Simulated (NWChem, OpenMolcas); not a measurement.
**How basis sets differ on InClF2 (SMILES [F][In]([F])[Cl])**

InClF2: 4 atoms, total charge 0, spin state singlet. SMILES: `[F][In]([F])[Cl]`. The coordinates come from a PBE0-D4/def2-TZVP relaxation.

Each level gives the HOMO–LUMO gap (eV). The values are calculated.

```json
{"level": "HF/ANO-R0 (sfX2C)", "kind": "Hartree–Fock", "program": "OpenMolcas", "value (eV)": "12.48"}
{"level": "HF/ANO-RCC-MB (DKH2)", "kind": "Hartree–Fock", "program": "OpenMolcas", "value (eV)": "13.73"}
{"level": "HF/STO-3G", "kind": "Hartree–Fock", "program": "OpenMolcas", "value (eV)": "14.89"}
{"level": "HF/3-21G", "kind": "Hartree–Fock", "program": "OpenMolcas", "value (eV)": "13.64"}
{"level": "HF/def2-SVP (core potential)", "kind": "Hartree–Fock", "program": "NWChem", "value (eV)": "13.70"}
```

All-electron rows without a relativistic Hamiltonian named are non-relativistic, while core potentials hold scalar relativity, so basis and relativity change together. The values span 12.48 to 14.89 eV. A Hartree–Fock LUMO above zero doesn't converge with the basis: it sinks as sets grow more diffuse. Orbital gaps aren't excitation energies.
